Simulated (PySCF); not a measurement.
**Relaxation of quartet CoO(OH)₂**

These are results of PySCF, UPBE0, basis Co def2-TZVP, O def2-TZVP, H def2-TZVP (no relativity, density fitting), not measurements. A (50,194) grid was used.

A start displaced from a saddle point along its imaginary mode, with no symmetry imposed:

```xyz
6
charge 0 multiplicity 4, angstrom
Co    0.0787   -0.0765   -0.0092
O     1.5988    0.3663    0.0191
O    -0.8511    1.3872    0.0043
O    -0.9032   -1.5047   -0.0058
H    -0.2805    2.1649    0.0107
H    -1.8519   -1.6367    0.2500
```

Task: What forces act on the atoms at the start (eV/Å)?

Result: 
| atom | Fx | Fy | Fz |
| --- | --- | --- | --- |
| Co1 | 0.00 | 0.02 | -0.01 |
| O2 | 0.01 | 0.02 | 0.01 |
| O3 | 0.00 | 0.01 | 0.00 |
| O4 | -1.54 | -0.25 | 0.41 |
| H5 | 0.00 | 0.00 | 0.00 |
| H6 | 1.52 | 0.21 | -0.41 |

Task: What does it relax to?

Result: It ends at C2v with Co–O 1.581 Å, Co–O 1.729 Å (×2), O–H 0.960 Å (×2); Co–O–H 123.3° (×2), O–Co–O 107.7° (×2), O–Co–O 144.5° (after a last refinement on a finer grid). A frequency run shows a minimum. Other isomers or separated fragments may lie lower.

Task: How much energy is released, and in how many steps?

Result: 22.3 kJ/mol in 44 steps.

Open d and f shells are described by one determinant, and the ground state may have another occupation or spin.
